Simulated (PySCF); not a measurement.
# Where the electron goes

Compound: C3H9NOSi.
Geometry (PBE0-D3(BJ)/def2-SVP, Å), atoms numbered from 1 in this order:
```
atom  x, y, z in Å
C1     3.2477   -0.1595   -0.4135
N2     2.1655   -0.2906    0.2212
Si3    0.6600    0.5471   -0.1216
C4    -0.6115   -0.8350   -0.4509
O5    -1.8431   -0.4112   -0.9714
C6    -2.6582    0.2334   -0.0441
H7     4.1413   -0.7493   -0.1320
H8     3.3963    0.5327   -1.2717
H9     0.3317    1.3584    1.0879
H10    0.7510    1.4594   -1.3119
H11   -0.1569   -1.5073   -1.1982
H12   -0.7407   -1.4422    0.4700
H13   -2.8894   -0.4137    0.8263
H14   -3.6005    0.4915   -0.5471
H15   -2.2066    1.1680    0.3457
```

Theory: TDDFT PBE0/def2-SVPD, vertical, gas phase, core orbitals frozen in the response (PySCF).

Frontier orbitals with the atoms that hold most of them (Löwdin shares over 4%, at most four atoms; ? is withheld):

```
orbital  ε (eV)                             atoms
 HOMO-3   -9.45  Si3 24%, O5 16%, H10 15%, H9 12%
 HOMO-2   -8.92   O5 32%, C4 12%, Si3 12%, H9 10%
 HOMO-1   -7.20                                 ?
   HOMO   -7.11                                 ?
   LUMO       ?      C1 42%, N2 35%, H7 6%, H8 6%
 LUMO+1    0.44  Si3 24%, H10 11%, C6 10%, C4 10%
 LUMO+2    0.74    Si3 26%, C1 13%, C6 10%, C4 8%
```

Problem. Give the leading atoms of the HOMO-1.

Solution. N2 (bonded to C and Si) 49%; C1 (bonded to N and 2 H) 13%; Si3 (bonded to C, N and 2 H) 10%; O5 (bonded to 2 C) 6%.

Problem. Give the leading atoms of the HOMO.

Solution. O5 (bonded to 2 C) 42%; C4 (bonded to O, Si and 2 H) 12%; N2 (bonded to C and Si) 11%; Si3 (bonded to C, N and 2 H) 10%.

Problem. What is the LUMO energy, and the HOMO–LUMO gap?

Solution. ε(LUMO) = -1.00 eV; the gap is 6.11 eV (0.2246 hartree).

Problem. How does S1 compare with the orbital gap of 6.11 eV?

Solution. S1 is at 4.09 eV (f = 0.0003), 2.02 eV below the gap, made of HOMO-1→LUMO (80%), HOMO→LUMO (19%). Its leading pair isn't HOMO and LUMO; the energies of that pair differ by 6.20 eV. Without the coupling terms of the response equations the lowest excitation would equal the gap.

Problem. One configuration dominates each of S1, S2, S3, S4 and S7. Which, and how do the shares of the two leading atoms of either orbital change from the occupied to the empty one?

Solution. 
- S1 (4.09 eV, f 0.0003), HOMO-1→LUMO (80%): N2 49% → 35%, C1 13% → 42%
- S2 (5.28 eV, f 0.067), HOMO→LUMO (80%): O5 42% → at most 7%, C4 12% → at most 7%, C1 at most 10% → 42%, N2 11% → 35%
- S3 (6.24 eV, f 0.024), HOMO→LUMO+1 (82%): O5 42% → at most 10%, C4 12% → 10%, Si3 10% → 24%, H10 at most 10% → 11%
- S4 (6.38 eV, f 0.029), HOMO-1→LUMO+1 (76%): N2 49% → at most 10%, C1 13% → at most 10%, Si3 10% → 24%, H10 at most 7% → 11%
- S7 (6.99 eV, f 0.056), HOMO-2→LUMO (86%): O5 32% → at most 7%, C4 12% → at most 7%, C1 at most 11% → 42%, N2 at most 11% → 35%

One conformer stands for the species.
